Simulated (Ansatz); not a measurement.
Species: GaCl, charge 1, doublet. GaCl+ (parent SMILES [Cl][Ga], doublet).
B3LYP-D3(BJ)/def2-TZVP minimum from Ansatz (a program for electronic structure):
```xyz
2

Ga     0.0000     0.0000    -0.7517
Cl     0.0000     0.0000     1.3707
```
Charge +1, spin multiplicity 2.

Total energies in def2-QZVPP, 9 correlated electrons, 19 frozen orbitals. Radicals and triplets start from unrestricted determinants; spin-orbit coupling is neglected. Cores are frozen in correlated methods (noble-gas shells, and filled d and f shells in the p block). No relativity. The spin of ClGa+ (parent SMILES [Cl][Ga], doublet) was assumed, and the state is the lowest solution found for it.

| method | program | energy (Eh) | minus CCSDT(Q) (mEh) |
|---|---|---|---|
| HF | Ansatz | -2382.56607 | 267.26 |
| MP2 | Ansatz | -2382.80070 | 32.62 |
| CCSD | Ansatz | -2382.81918 | 14.14 |
| CCSD(T) | Ansatz | -2382.83180 | 1.52 |
| CCSDT(Q) | Ansatz | -2382.83332 | 0.00 |

Rough core times of Ansatz's runs on a shared machine: CCSD(T) 50 s, CCSDT(Q) 40 min.
